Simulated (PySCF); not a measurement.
Geometry:
| atom | x (Å) | y (Å) | z (Å) |
| --- | --- | --- | --- |
| O1 | 0.300 | 1.506 | -0.768 |
| C2 | 1.037 | 0.604 | -0.430 |
| Si3 | 2.839 | 0.397 | -1.048 |
| O4 | 0.657 | -0.366 | 0.406 |
| C5 | -0.629 | -0.185 | 0.949 |
| F6 | -0.441 | 0.375 | 2.199 |
| C7 | -1.529 | -1.408 | 0.999 |
| O8 | -2.600 | -0.925 | 0.198 |
| Si9 | -1.964 | 0.576 | -0.222 |
| H10 | 3.395 | -0.775 | -0.382 |
| H11 | 3.549 | 1.629 | -0.715 |
| H12 | 2.752 | 0.226 | -2.497 |
| H13 | -1.874 | -1.629 | 2.009 |
| H14 | -1.086 | -2.299 | 0.550 |
| H15 | -2.558 | 1.738 | 0.411 |
| H16 | -1.855 | 0.546 | -1.668 |

A single conformation, gas phase, no relativistic terms, one averaged value for each set of equivalent atoms. PBE0/pcSseg-1 with gauge-including orbitals; geometry: GFN2-xTB; PySCF 2.14.0 with density-fitted response routines.

Chemical shifts δ = σref − σ; ¹³C, ¹H, ²⁹Si against TMS; H2O for ¹⁷O; ¹⁹F vs CFCl3, all at this level.

```json
{"atoms": "F6", "nucleus": "¹⁹F", "count": "1", "Hirshfeld charge": "-0.12", "δ (ppm)": "?"}
{"atoms": "Si9", "nucleus": "²⁹Si", "count": "1", "Hirshfeld charge": "0.38", "δ (ppm)": "0.4"}
{"atoms": "C7", "nucleus": "¹³C", "count": "1", "Hirshfeld charge": "-0.02", "δ (ppm)": "?"}
{"atoms": "O1", "nucleus": "¹⁷O", "count": "1", "Hirshfeld charge": "-0.20", "δ (ppm)": "488.9"}
{"atoms": "O8", "nucleus": "¹⁷O", "count": "1", "Hirshfeld charge": "-0.27", "δ (ppm)": "56.1"}
{"atoms": "H15", "nucleus": "¹H", "count": "1", "Hirshfeld charge": "-0.07", "δ (ppm)": "?"}
{"atoms": "Si3", "nucleus": "²⁹Si", "count": "1", "Hirshfeld charge": "0.34", "δ (ppm)": "-81.3"}
{"atoms": "H10/H11/H12", "nucleus": "¹H", "count": "3", "Hirshfeld charge": "-0.06", "δ (ppm)": "4.22"}
{"atoms": "H13", "nucleus": "¹H", "count": "1", "Hirshfeld charge": "0.05", "δ (ppm)": "5.12"}
{"atoms": "C5", "nucleus": "¹³C", "count": "1", "Hirshfeld charge": "0.07", "δ (ppm)": "120.5"}
{"atoms": "O4", "nucleus": "¹⁷O", "count": "1", "Hirshfeld charge": "-0.10", "δ (ppm)": "304.6"}
{"atoms": "H14", "nucleus": "¹H", "count": "1", "Hirshfeld charge": "0.05", "δ (ppm)": "?"}
{"atoms": "H16", "nucleus": "¹H", "count": "1", "Hirshfeld charge": "-0.07", "δ (ppm)": "5.42"}
{"atoms": "C2", "nucleus": "¹³C", "count": "1", "Hirshfeld charge": "0.14", "δ (ppm)": "192.5"}
```

Q: Complete the table.

A: 
- C7: 79.7 ppm, sp3 CH2 bonded to O; pulled downfield by the heteroatom
- H15: 5.58 ppm, hydrogen on a silicon bonded to C, O, in a 4-membered ring
- H14: 4.85 ppm, hydrogen on an sp3 CH2 bonded to O; its carbon carries O, hence the downfield position
- F6: -144.2 ppm, fluorine on an sp3 carbon

Shifts are as computed. Against solution values, carbons near 30 ppm lie about +3 ppm off and those near 130 ppm about +5 ppm. Of 1309 compounds with measured shifts, 239 miss one by over three times the rms of a fit or turn the order of signals round; such compounds aren't used in these exercises. Unscaled 19F shifts against computed CFCl3 carry errors that often reach 10 to 50 ppm. Unscaled 17O shifts of doubly bonded oxygen tend to come out too high, by tens of ppm or more. Experimental scales use liquid or dissolved standards, which lie at an offset from isolated H2O (liquid H2O: subtract about 36 ppm).
